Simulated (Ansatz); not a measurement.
Reaction (ligand exchange at the Al–C bond): `C[S][AlH][CH2]F` + H–F → `C[S][AlH][F]` + fluoromethane

Calculated with Ansatz (gas phase, PBE0-D4/def2-TZVP geometries, no zero-point term in ΔE). CBS: MP2 limit from def2 TZ/QZ plus the TZ coupled-cluster correction, frozen cores. This one scheme is used for every species. One conformer a species, not always the lowest.

| level | ΔE (kJ/mol) |
| --- | --- |
| HF/def2-TZVPP | -230.1 |
| SCS-MP2/def2-TZVPP | -216.0 |

Question: What does CCSD(T)/CBS give? (Estimate.)

Answer: Ansatz gave: -207.5 kJ/mol. The listed levels differ from it by -22.6, -8.5 kJ/mol.

Largest T1 diagnostic among the species: 0.012.

In def2-TZVPP, CCSD(T) changes the Hartree–Fock value by +21.9 kJ/mol (the triples alone add +3.4 kJ/mol) and MP2 by +17.9 kJ/mol. The D4 term adds +6.5 kJ/mol with B3LYP and +3.9 kJ/mol with PBE0; it sums over pairs of atoms, weighted by their polarisabilities, and B3LYP, whose exchange is more repulsive, gets the larger term.

B3LYP here is the variant with VWN-RPA as its local correlation; programs differ in this.
